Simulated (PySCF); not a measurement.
Fluorine: a sound run and one with changed settings

Sound run: F⁺ [He] 2s2 2p4, F²⁺ [He] 2s2 2p3. Calculation: PySCF 2.14, in cc-pVDZ-DK; scalar relativity by spin-free X2C-1e. In the sound run the correlated levels freeze 1s2. The sound run starts from symmetry-adapted Hartree-Fock orbitals and uses a fine grid where one is needed.

Changed run: a valence shell is frozen. This setting is unsound on purpose.

```
species   method  sound run (hartree)  changed run (hartree)  converged
     F⁺      MP2            -98.98616              -98.93457        yes
     F⁺  CCSD(T)            -99.00076              -98.94089        yes
    F²⁺      MP2            -97.72885              -97.67554        yes
    F²⁺  CCSD(T)            -97.74285              -97.67808        yes
```

Ionisation energy of F⁺:

| method | sound run (eV) | changed run (eV) |
| --- | --- | --- |
| UHF | 33.395 | 33.395 |
| MP2 | 34.213 | 34.260 |
| SCS-MP2 | 34.216 | 34.374 |
| CCSD | 34.219 | 34.357 |
| CCSD(T) | 34.230 | 34.363 |

Freezing a valence shell removes pair correlation that changes on ionisation.

For comparison, NIST gives 34.971 eV between the lowest levels.
